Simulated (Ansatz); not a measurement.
`[Cl][SnH2][Br]` → Cl• + `[Br][SnH2]`•  (homolysis of the Cl–Sn bond)

Gas-phase electronic energies from Ansatz, PBE0-D4/def2-TZVP geometries. CCSD(T)/CBS adds triple-zeta CCSD(T) − MP2 to the extrapolated MP2 energy (def2 sets, frozen cores). This one scheme is used for every species, atoms too. Functionals use def2-TZVPP. B3LYP here is the variant with VWN-RPA as its local correlation; programs differ in this. Open shells (•) are unrestricted, without spin–orbit coupling. Spin–orbit coupling would lower the free atoms: a little for Cl. def2 core potentials past Kr. For Br, Sn outer-core shells are correlated without core-valence functions, so the limit isn't a true one: a few kJ/mol of doubt a bond, and 10 to 20 or more in all where bonds break to atoms. Scalar relativity is left out up to krypton.

```tsv
level	ΔE (kcal/mol)
PBE0-D4	91.1
ωB97M-V	92.4
B3LYP	85.4
CCSD(T)/def2-SVP	83.5
```

**Question.** What does CCSD(T)/CBS give? (Estimate.)

**Answer.** Ansatz gave: +95.2 kcal/mol. The listed levels differ from it by -4.1, -2.8, -9.8, -11.7 kcal/mol.

Largest T1 diagnostic among the species: 0.013.

The D4 term adds +2.2 kcal/mol with B3LYP and +1.2 kcal/mol with PBE0; it sums over pairs of atoms, weighted by their polarisabilities, and B3LYP, whose exchange is more repulsive, gets the larger term. At CCSD(T), def2-SVP lies −11.6 kcal/mol from the extrapolated value and def2-TZVPP −5.6 kcal/mol: correlation converges slowly with the basis, and small sets miss more of it in the bonded molecule than in its fragments.

CCSD(T)/CBS has its own doubt, a few kJ/mol and more with outer-core shells, so smaller differences from it don't rank the levels.
